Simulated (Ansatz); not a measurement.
```yaml
crystal:
  periodic: [false, false, false]
  atoms:
    - {symbol: B, position_ang: [-0.051177, 0.925492, -0.800571]}
    - {symbol: C, position_ang: [-0.015410, -0.542927, -0.320119]}
    - {symbol: C, position_ang: [0.187070, -0.607247, 1.235675]}
    - {symbol: O, position_ang: [-0.798591, -1.273063, 1.931683]}
    - {symbol: H, position_ang: [-0.532047, 1.214792, -2.042536]}
    - {symbol: H, position_ang: [-0.003790, 1.992294, -0.269204]}
    - {symbol: H, position_ang: [1.159233, -0.493031, -0.461710]}
    - {symbol: H, position_ang: [-0.477346, -1.237232, -0.708018]}
    - {symbol: H, position_ang: [0.823323, 0.338017, 1.741266]}
basis:
  gaussian: {orbitals: "6-31G*", point_charges: [{charge: 1.00, position_ang: [5.538, 0.013, 0.171]}]}
hamiltonian: {xc: {name: r2SCAN0}}
relax: {f_tol: 0.001, max_steps: 3}
```

```sh
$ ansatz run in.yaml --threads 2 --pin off --events-out ev --progress --plain --max-ram 4352MiB
```

Output, abridged:

```
Functional definition: r2SCAN0
802 factors; integrals over basis functions are off by at most 5.2e-4 eV
mean field evaluation 1: about -4865.9730 eV, gradient 4.7e1 eV
mean field evaluation 2: about -4841.9476 eV, gradient 1.2e2 eV
mean field evaluation 4: about -4870.6256 eV, gradient 6.1e0 eV
mean field evaluation 8: about -4870.7048 eV, gradient 1.5e-1 eV
mean field evaluation 16: about -4870.7048 eV, gradient 7.1e-6 eV
mean field -4870.70480366 eV, -178.9951000524 hartree, gradient 7.1e-6 eV, S^2 0.000000; 0 other end points of the search recorded, 0 dependent functions left out
reference -4870.70480831 eV, -178.9951002230 hartree; 15, 15 occupied and 55, 55 virtual orbitals, 802 factors
relax step   1: F+E_penalty+E_count = -4870.70480366 eV  Δ(F+E_penalty+E_count) = +0.000e0 eV  max|allowed force component| = 8.838e0 eV/Å  Δτ_max = 0.0000 Å  (28 SCF iters, accepted)
802 factors; integrals over basis functions are off by at most 4.4e-4 eV
mean field -4873.52853509 eV, -179.0988702681 hartree, gradient 6.0e-5 eV, S^2 0.000000; 0 other end points of the search recorded, 0 dependent functions left out
reference -4873.52853974 eV, -179.0988704393 hartree; 15, 15 occupied and 55, 55 virtual orbitals, 802 factors
relax step   2: F+E_penalty+E_count = -4873.52853509 eV  Δ(F+E_penalty+E_count) = -2.824e0 eV  max|allowed force component| = 3.547e0 eV/Å  Δτ_max = 0.1947 Å  (30 SCF iters, accepted)
802 factors; integrals over basis functions are off by at most 4.6e-4 eV
mean field -4873.96795370 eV, -179.1150186043 hartree, gradient 1.8e-5 eV, S^2 0.000000; 0 other end points of the search recorded, 0 dependent functions left out
reference -4873.96795835 eV, -179.1150187754 hartree; 15, 15 occupied and 55, 55 virtual orbitals, 802 factors
relax step   3: F+E_penalty+E_count = -4873.96795370 eV  Δ(F+E_penalty+E_count) = -4.394e-1 eV  max|allowed force component| = 9.112e-1 eV/Å  Δτ_max = 0.1283 Å  (30 SCF iters, accepted)
Error: geometry relaxation did not converge after 3 steps: max|allowed force component| = 9.11e-1 eV/Å (threshold 1.0e-3). Raise `relax.max_steps` over both its present limit and 3, loosen `relax.f_tol`, or start from a geometry closer to equilibrium. Where this run's directory can be resumed (`checkpoint.write`), a resume goes on for up to `relax.max_steps` more
```

**Question.** Something in this input is off. What?

**Answer.** The relaxation is allowed too few steps for its threshold. The run did not converge.
